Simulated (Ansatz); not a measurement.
Total energies of `COc1ccc(-c2cc3sc(-c4cc5sc(-c6cc7sc(-c8cc9sc(-c%10ccc(C(F)=C(F)F)cc%10)cc9s8)cc7s6)cc5s4)cc3s2)cc1` from Ansatz at PBE-D4/def2-SVP, gas phase (1 Eh = 27.2114 eV = 2625.5 kJ/mol). The reference geometry is relaxed at PBE-D4/def2-SVP.

| state | geometry | energy (Eh) |
| --- | --- | --- |
| charge 0 singlet | reference | -5052.10109 |
| charge 1 doublet | reference | -5051.89742 |
| charge -1 doublet | reference | -5052.17061 |
| free C atom (triplet) | – | -37.75124 |
| free O atom (triplet) | – | -74.91467 |
| free S atom (triplet) | – | -397.80063 |
| free F atom (doublet) | – | -99.53976 |
| free H atom (doublet) | – | -0.49863 |

Single mean-field runs in def2-SVP are fitted with def2-universal-jkfit.

**Question.** Work out the vertical ionisation energy to the doublet.

**Answer.** E(charge 1 doublet) − E(charge 0 singlet) = -5051.89742 − (-5052.10109) = 0.20367 Eh = 5.54 eV. For comparison, −ε of the highest occupied level is 4.38 eV at this level, 1.16 eV less.

**Question.** Work out the vertical electron affinity, to the doublet.

**Answer.** E(charge 0 singlet) − E(charge -1 doublet) = -5052.10109 − (-5052.17061) = 0.06952 Eh = 1.89 eV. The basis lacks diffuse functions, which makes affinities too small.

**Question.** Give the fundamental gap IE − EA, the Mulliken electronegativity (IE + EA)/2 and the hardness (IE − EA)/2.

**Answer.** From the values in Eh: IE − EA = 0.20367 − 0.06952 = 0.13415 Eh = 3.65 eV; (IE + EA)/2 = 3.72 eV; (IE − EA)/2 = 1.83 eV. The HOMO–LUMO gap of the same run is 1.42 eV, 2.23 eV smaller than the fundamental gap.

**Question.** What is the binding energy per atom against free atoms?

**Answer.** Atoms: 39 × (-37.75124) + 1 × (-74.91467) + 8 × (-397.80063) + 3 × (-99.53976) + 19 × (-0.49863) = -5037.71132 Eh. Binding: -5037.71132 − (-5052.10109) = 14.38977 Eh = 391.57 eV, or 5.59 eV for each of 70 atoms (no zero-point energy, no counterpoise term).
